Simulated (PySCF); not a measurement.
CH₃BI₂O, SMILES COB(I)I.

Geometry: PBE-D3(BJ)/def2-SVP. The def2 effective core potentials stand for the cores of I; spin–orbit coupling is left out. The values are those of a single conformer.

Calculation: PBE-D3(BJ)/def2-SVP (PySCF).

Frequencies are harmonic and unscaled.

Computed normal modes with their intensities:
```csv
mode,ν (cm⁻¹),IR (km/mol),moving atoms (share of kinetic energy)
1,42,0.4,H 98 %
2,114,0.0,I 87 %
3,143,3.7,"O 45 %, H 21 %, C 20 %, B 12 %"
4,150,2.4,"C 50 %, I 24 %, H 21 %"
5,274,7.3,"C 31 %, O 28 %, I 25 %, H 9 %"
6,374,2.7,"O 60 %, B 18 %, I 11 %, H 9 %"
7,414,1.7,"B 82 %, O 16 %"
8,749,361.4,B 91 %
9,970,23.9,"C 45 %, O 29 %, B 20 %"
10,1124,0.1,"H 77 %, C 19 %"
11,1141,2.4,"H 74 %, C 20 %"
12,1331,403.9,"H 31 %, B 31 %, O 26 %, C 13 %"
13,1409,18.8,H 97 %
14,1416,12.7,H 97 %
15,1453,144.8,"H 58 %, O 21 %, B 18 %"
16,2971,34.1,H 98 %
17,3065,9.7,"H 90 %, C 10 %"
18,3095,12.0,"H 90 %, C 10 %"
```
